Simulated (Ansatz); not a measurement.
Consider the cleavage of the Si–Ge bond: `[SiH3][SiH2][SiH2][GeH2][SiH2][SiH3]` + `OBF` → `FBO[SiH2][SiH3]` + `[SiH3][SiH2][SiH2][GeH3]`.

Gas-phase electronic energies from Ansatz, PBE0-D4/def2-TZVP geometries. CCSD(T)/CBS adds triple-zeta CCSD(T) − MP2 to the extrapolated MP2 energy (def2 sets, frozen cores). This one scheme is used for every species. Functionals use def2-TZVPP. B3LYP here is the variant with VWN-RPA as its local correlation; programs differ in this. For Ge outer-core shells are correlated without core-valence functions, which leaves a few kJ/mol of doubt a bond. Scalar relativity is left out up to krypton. One conformer a species, not always the lowest.

| level | ΔE (kJ/mol) | difference from CCSD(T)/CBS |
| --- | --- | --- |
| PBE-D4 | -25.5 | 18.4 |
| B3LYP-D4 | -45.9 | -2.0 |
| B2PLYP | -57.1 | -13.2 |
| PBE | -35.6 | 8.3 |
| PBE0 | -40.2 | 3.7 |
| HF/def2-TZVPP | -85.6 | -41.7 |
| CCSD(T)/def2-TZVPP | -44.8 | -0.9 |
| HF/def2-QZVPP | -88.7 | -44.8 |
| SCS-MP2/def2-QZVPP | -55.4 | -11.5 |
| MP2/CBS(def2) | -43.3 | 0.6 |
| CCSD(T)/CBS | -43.9 | 0 |

Largest T1 diagnostic among the species: 0.013.

In def2-TZVPP, CCSD(T) changes the Hartree–Fock value by +40.8 kJ/mol (the triples alone add +5.9 kJ/mol) and MP2 by +41.4 kJ/mol. The D4 term adds +15.9 kJ/mol with B3LYP and +10.0 kJ/mol with PBE0; it sums over pairs of atoms, weighted by their polarisabilities, and B3LYP, whose exchange is more repulsive, gets the larger term. From PBE to PBE0 (25 % exact exchange), in def2-TZVPP and without D4, ΔE moves by −4.6 kJ/mol.
